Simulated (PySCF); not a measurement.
BH6NO2Si, SMILES OB(O)N[SiH3].

Geometry optimised at TPSSh-D3(BJ)/def2-SVP. This is a generated structure with no PubChem entry under its InChIKey; it may be hypothetical. The values are those of a single conformer.

Level of theory: TDA-PBE/def2-SVPD run with PySCF.

Vertical excitations. Isolated molecule, no solvent. State labels are in the subgroup Cs.

```json
[
 {"state": "S1", "symmetry": "A\"", "energy (eV)": "5.41", "λ (nm)": "229", "f": "0.002", "main pairs": "HOMO→LUMO 100 %"},
 {"state": "S2", "symmetry": "A\"", "energy (eV)": "6.56", "λ (nm)": "189", "f": "0.006", "main pairs": "HOMO→LUMO+1 96 %"},
 {"state": "S3", "symmetry": "A\"", "energy (eV)": "6.65", "λ (nm)": "186", "f": "0.000", "main pairs": "HOMO−1→LUMO 96 %"},
 {"state": "S4", "symmetry": "A\"", "energy (eV)": "6.68", "λ (nm)": "186", "f": "0.007", "main pairs": "HOMO→LUMO+2 96 %"},
 {"state": "S5", "symmetry": "A\"", "energy (eV)": "6.84", "λ (nm)": "181", "f": "0.004", "main pairs": "HOMO→LUMO+3 95 %"},
 {"state": "S6", "symmetry": "A'", "energy (eV)": "7.07", "λ (nm)": "175", "f": "0.000", "main pairs": "HOMO−2→LUMO 99 %"},
 {"state": "S7", "symmetry": "A\"", "energy (eV)": "7.13", "λ (nm)": "174", "f": "0.003", "main pairs": "HOMO→LUMO+5 97 %"},
 {"state": "S8", "symmetry": "A'", "energy (eV)": "7.30", "λ (nm)": "170", "f": "0.111", "main pairs": "HOMO→LUMO+4 93 %"},
 {"state": "S9", "symmetry": "A\"", "energy (eV)": "7.43", "λ (nm)": "167", "f": "0.000", "main pairs": "HOMO−3→LUMO 99 %"},
 {"state": "S10", "symmetry": "A'", "energy (eV)": "7.74", "λ (nm)": "160", "f": "0.069", "main pairs": "HOMO−4→LUMO 97 %"},
 {"state": "T1", "symmetry": "A\"", "energy (eV)": "5.26", "λ (nm)": "236", "f": "0", "main pairs": "HOMO→LUMO 100 %"},
 {"state": "T2", "symmetry": "A\"", "energy (eV)": "6.47", "λ (nm)": "192", "f": "0", "main pairs": "HOMO→LUMO+1 77 %, HOMO→LUMO+2 17 %"},
 {"state": "T3", "symmetry": "A\"", "energy (eV)": "6.50", "λ (nm)": "191", "f": "0", "main pairs": "HOMO→LUMO+2 62 %, HOMO−1→LUMO 32 %"},
 {"state": "T4", "symmetry": "A\"", "energy (eV)": "6.53", "λ (nm)": "190", "f": "0", "main pairs": "HOMO−1→LUMO 62 %, HOMO→LUMO+2 18 %, HOMO→LUMO+1 16 %"}
]
```
Triplets are in the Tamm–Dancoff approximation.
